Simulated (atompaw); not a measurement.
# An all-electron radial function and its pseudo partner (Mn)

Columns: radius, all-electron u(r) and pseudo u(r) of the 4s shell (level -19.44 eV) of manganese in the configuration [Ar] 3d5 4s0 4p0; PBE, scalar-relativistic, PAW (atompaw) scheme, atompaw 4.2.0.5.

```
r (bohr)  all-electron  pseudo
   0.100        0.0674  0.0299
   0.200        0.2014  0.0602
   0.300        0.0669  0.0913
   0.400       -0.1288  0.1236
   0.500       -0.2720  0.1573
   0.600       -0.3335  0.1926
   0.700       -0.3222  0.2296
   0.800       -0.2585  0.2683
   0.900       -0.1629  0.3083
   1.000       -0.0517  0.3495
   1.100        0.0636  0.3913
   1.200        0.1754  0.4332
   1.300        0.2790  0.4745
   1.400        0.3718  0.5146
   1.500        0.4524  0.5526
   1.600        0.5206  0.5877
   1.700        0.5766  0.6192
   1.800        0.6210  0.6464
   1.900        0.6548  0.6687
   2.000        0.6788  0.6857
   2.100        0.6941  0.6971
   2.200        0.7017  0.7027
   2.300        0.7026  0.7029
   2.400        0.6977  0.6978
   2.500        0.6879  0.6879
   2.600        0.6740  0.6740
```

Task: How many radial nodes do the two functions have?

Result: The all-electron 4s function has n − l − 1 = 3 (the table is too coarse to show those close to the nucleus); the pseudo-wave has 0, since the states of the same l below it are removed with the core.

Task: Is the pseudo-wave norm-conserving?

Result: No, it belongs to a PAW set: the norm inside the radius is not constrained, and the difference is carried by the augmentation charge.
